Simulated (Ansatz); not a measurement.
Coupled-cluster run, CH₆BClSSi, SMILES `CS[SiH2]BCl`.

```yaml
crystal:
  periodic: [false, false, false]
  atoms:
    - {symbol: C, position_ang: [-1.280010, 0.887835, -1.121373]}
    - {symbol: S, position_ang: [-0.660622, -0.798789, -1.387333]}
    - {symbol: Si, position_ang: [1.073939, -0.735272, -0.157638]}
    - {symbol: B, position_ang: [0.722982, -0.523712, 1.819902]}
    - {symbol: Cl, position_ang: [-0.889390, -0.439708, 2.462075]}
    - {symbol: H, position_ang: [-2.167646, 0.996430, -1.743877]}
    - {symbol: H, position_ang: [-1.558734, 1.045864, -0.080169]}
    - {symbol: H, position_ang: [-0.541690, 1.628150, -1.430060]}
    - {symbol: H, position_ang: [1.981885, 0.371590, -0.584686]}
    - {symbol: H, position_ang: [1.776210, -2.030263, -0.376329]}
    - {symbol: H, position_ang: [1.608576, -0.459027, 2.620088]}
basis:
  gaussian: {orbitals: def2-TZVPP}
correlation: {method: ccsd_t}
```

```sh
$ ansatz run in.yaml --threads 4 --pin off --events-out ev --progress --plain --max-ram 10444MiB
```

The program prints (abridged):

```
Functional definition: HF
1575 factors; integrals over basis functions are off by at most 1.0e-3 eV
mean field evaluation 1: about -32980.7314 eV, gradient 2.3e1 eV
mean field evaluation 2: about -32981.0334 eV, gradient 2.3e1 eV
mean field evaluation 4: about -32983.1828 eV, gradient 3.6e0 eV
mean field evaluation 8: about -32983.2318 eV, gradient 1.9e-1 eV
mean field -32983.23208238 eV, -1212.1114221896 hartree, gradient 8.9e-6 eV, S^2 0.000000; 0 other end points of the search recorded, 0 dependent functions left out
17 core orbitals not correlated: weight in the atoms' cores, before any rotation towards them, 1.000 or more for the frozen orbitals, at most 0.000 for the correlated occupied ones
reference -32983.23208238 eV, -1212.1114221896 hartree; 15, 15 occupied and 240, 240 virtual orbitals, 1575 factors
second order -20.74511989 eV of doubles, -0.00000000 eV of singles
cycle   1  -21.99382337 eV  change    -1.2e0 eV  update   1.0e-1
cycle   2  -22.57718066 eV  change   -5.8e-1 eV  update   3.1e-2
cycle   3  -22.67320380 eV  change   -9.6e-2 eV  update   1.5e-2
cycle   4  -22.66333897 eV  change    9.9e-3 eV  update   4.5e-3
cycle   5  -22.66197732 eV  change    1.4e-3 eV  update   2.0e-3
cycle   6  -22.66202597 eV  change   -4.9e-5 eV  update   6.5e-4
cycle   7  -22.66195978 eV  change    6.6e-5 eV  update   2.2e-4
cycle   8  -22.66200919 eV  change   -4.9e-5 eV  update   8.6e-5
cycle   9  -22.66203592 eV  change   -2.7e-5 eV  update   3.3e-5
perturbative correction -0.98501866 eV, -0.0361987680 hartree
Total energy: -33006.87913695 eV, -1212.9804354167 hartree
```

It took 3 min on 4 threads of an Arm Neoverse V1 on a shared host, with 6.6 GiB of host memory at the peak.

The correlation energy is -23.647 eV, 4.2 % of it from (T); the T1 diagnostic reads 0.0124.
